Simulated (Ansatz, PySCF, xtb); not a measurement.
Noncovalent pair: CH4O (SMILES CO) (first 6 atoms) with H4OSi (SMILES O[SiH3]); geometry from B3LYP-D3(BJ)/def2-TZVP, rigid monomers moved along the line of their centres of mass till O2···H9 is 2.50 Å.
(charge 0, multiplicity 1):
```xyz
12

C     -0.0629     0.0915     0.1839
O     -0.9976     0.3478     1.2362
H     -0.1007    -0.9507    -0.1428
H      0.9253     0.2959     0.5903
H     -0.2389     0.7514    -0.6690
H     -1.8898     0.1680     0.9225
O      0.1863    -1.1721     4.1105
Si     1.2808    -0.3779     5.0395
H     -0.2346    -0.6812     3.3808
H      2.3709     0.2190     4.2209
H      1.8633    -1.3720     5.9666
H      0.6679     0.7212     5.8295
```

Interaction energies are E(AB) − E(A) − E(B) at the monomers' geometry in the complex; basis-set methods are counterpoise corrected. Rows marked so take none.

Frozen-core correlation. Rows in 6-31G*, STO-3G carry no dispersion term and start afresh at each structure (6-31G* with six Cartesian d functions).

Programs: Ansatz (a quantum-chemistry and plane-wave program); PySCF for 6-31G* rows, STO-3G rows, the dispersion terms; xtb for the GFN methods. Values without a source in brackets are computed.

| level | interaction energy (meV) |
|---|---|
| GFN-FF | -164.0 |
| HF/STO-3G (no counterpoise) | -101.0 |
| PBE/def2-TZVPPD | -178.5 |
| B3LYP/6-31G* | -193.2 |
| B3LYP-D3(BJ)/def2-TZVPPD | -201.2 |
| B3LYP-D4/def2-TZVPPD | -201.5 |
| PBE0/def2-TZVPPD | -176.2 |
| M06-2X/6-31G* (no counterpoise) | … |
| CCSD(T)/aug-cc-pV(D+d)Z | -190.8 |

Q: Some entries are withheld; supply them.

A: 
- M06-2X/6-31G* (no counterpoise), interaction energy (meV): -248.2
